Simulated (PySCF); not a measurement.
Molecule: `C(C(=C)OC)CO`, C₅H₁₀O₂.

Bonds (- single, = double, # triple, : aromatic): C1=C2, C2-C3, C3-C4, C4-O5, C2-O6, O6-C7. C1 carries H8, H9; C3 carries H10, H11; C4 carries H12, H13; O5 carries H14; C7 carries H15, H16, H17. H8 is cis to C3; H9 is trans to C3.

Frames of a GFN2-xTB Langevin trajectory at 300 K; GIAO PBE0/pcSseg-1 shieldings in PySCF 2.14.0 with density-fitted response routines, gas phase, non-relativistic; equivalent atoms averaged within each frame.

References, each an isolated molecule treated in the same way: ¹³C (σref 186.93), ¹H (σref 31.72) vs TMS; ¹⁷O (σref 336.08) vs H2O. The references are static minima.

Question: How do the shifts (ppm) fluctuate along the trajectory?

Answer: 
```csv
time (fs),C2,C1,C4,C7,C3,O6,O5,H8,H12/H13,H9
optimised geometry,175.3,84.5,69.4,55.9,43.6,119.2,43.8,4.13,3.99,3.89
250,177.9,82.4,62.3,53.3,41.0,117.3,25.6,4.84,4.15,3.45
425,173.8,87.2,75.8,58.4,48.1,112.4,67.6,3.85,4.84,4.42
625,172.0,86.9,74.8,54.5,43.2,129.8,46.0,3.80,5.03,4.48
800,177.9,83.3,60.0,55.2,44.1,132.3,43.9,3.93,3.62,3.60
1000,167.5,91.5,70.7,50.1,50.5,108.4,80.9,4.89,4.72,4.80
mean of frames,173.8,86.2,68.7,54.3,45.4,120.0,52.8,4.26,4.47,4.15
standard deviation,4.4,3.6,7.2,3.0,3.9,10.6,21.6,0.55,0.58,0.59
```

5 frames give an uncertainty of the mean of about the standard deviation over 2.2 at best, since frames this close in time may not be independent; classical motion lacks zero-point vibration, and the reference would need the same averaging.
